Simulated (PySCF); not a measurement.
Vertical excitations of a molecule C2H9N3Si from PySCF with TDA-PBE/def2-SVPD, as energy in eV (oscillator strength): 4.11 (0.003), 4.44 (0.004), 4.88 (0.050), 5.46 (0.002), 5.85 (0.072), 5.91 (0.006), 6.00 (0.037), 6.25 (0.028), 6.32 (0.005), 6.44 (0.066). Lowest triplet (TDA): 3.56 eV. Coordinates come from a PBE0-D3(BJ)/def2-SVP optimisation. One conformer was computed; it need not be the lowest.

**Question.** Which molecule gave these data?
(A) C=C[Si](N)(N)N
(B) NC/C=N/[SiH2]N
(C) C/N=C/[SiH](N)N
(D) C/C=N/[SiH](N)N

**Answer.** D, C/C=N/[SiH](N)N
